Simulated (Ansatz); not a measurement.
System: trifluorogermane, sum formula GeHF₃, net charge 0, singlet state. 
Structure (B3LYP-D3(BJ)/def2-TZVP (Ansatz, a program for electronic structure) minimum search):
```
Ge
F 1 1.7176
F 1 1.7176 2 106.40
F 1 1.7176 2 106.40 3 -113.16
H 1 1.5172 2 112.39 4 -123.42
```
Charge 0, spin multiplicity 1.

Basis-set convergence of Hartree-Fock and CCSD(T) correlation energies (hartree) with Ansatz. Cores are frozen in the correlated levels unless marked. Spin-orbit coupling is left out. The frozen core is the preceding noble-gas configuration, with the filled d and f shells of earlier blocks. Non-relativistic.

```tsv
basis	functions	E(HF)	E(corr, CCSD(T))
cc-pVDZ	74	-2374.34934	-0.68033
cc-pVTZ	147	-2374.54359	-0.90441
cc-pVQZ	263	-2374.57791	-0.98415
cc-pV5Z	432	-2374.58510	-1.01408
```

Extrapolating the two largest sets (X = 4 and 5) as X^-3: E(corr) = (125·(-1.01408) - 64·(-0.98415))/61 = -1.0455 Eh, an estimate of the basis-set limit. The largest set recovers 97.0 % of it, the smallest 65.1 %.
